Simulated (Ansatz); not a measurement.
Reactions of C₃H₁₀OSi₂ (`C=C[SiH](C)O[SiH3]`).

Calculated with Ansatz (gas phase, PBE0-D4/def2-TZVP geometries, no zero-point term in ΔE). CCSD(T)/CBS adds triple-zeta CCSD(T) − MP2 to the extrapolated MP2 energy (def2 sets, frozen cores). This one scheme is used for every species. def2 core potentials past Kr. For Ga, Ge, In, Se outer-core shells are correlated without core-valence functions, which leaves a few kJ/mol of doubt a bond. Scalar relativity is left out up to krypton. One conformer a species, not always the lowest.

```csv
reaction,HF/CBS(def2) (kcal/mol)
`C=C[SiH](C)O[SiH3]` + `[OH][Ga]([Cl])[Cl]` → `[SiH3][O][Ga]([Cl])[Cl]` + `C=C[SiH](C)O`,1.9
`C=C[SiH](C)O[SiH3]` + `OBCl` → `[SiH3]OBCl` + `C=C[SiH](C)O`,6.3
`C=C[SiH](C)O[SiH3]` + `OC([SiH3])S` → `[SiH3]OC([SiH3])S` + `C=C[SiH](C)O`,4.3
`C=C[SiH](C)O[SiH3]` + `[GeH3][SeH]` → `C=C[Se][GeH3]` + `C[SiH2]O[SiH3]`,12.1
`C=C[SiH](C)O[SiH3]` + `N[SiH](N)[SiH3]` → `CN[SiH](N)[SiH3]` + `C=C[SiH2]O[SiH3]`,19.5
`C=C[SiH](C)O[SiH3]` + `[OH][Al]([F])[Cl]` → `C[O][Al]([F])[Cl]` + `C=C[SiH2]O[SiH3]`,21.4
`C=C[SiH](C)O[SiH3]` + `BCl` → `[SiH3]BCl` + `C=C[SiH](C)O`,36.9
`C=C[SiH](C)O[SiH3]` + `OCS` → `[SiH3]OCS` + `C=C[SiH](C)O`,6.2
`C=C[SiH](C)O[SiH3]` + `[NH2][InH2]` → `C=C[NH][InH2]` + `C[SiH2]O[SiH3]`,8.4
`C=C[SiH](C)O[SiH3]` + `CC(=N)O` → `C/C(O)=N\[SiH3]` + `C=C[SiH](C)O`,18.6
```

(1) Give the CCSD(T)/CBS values in the same order. (Best estimate.)

Largest T1 diagnostic: 0.016, for `[NH2][InH2]`.

Answers

(1) Ansatz gave: 2.6, 5.7, 1.8, 11.1, 22.0, 26.8, 30.4, 5.0, 10.4, 15.4 kcal/mol.
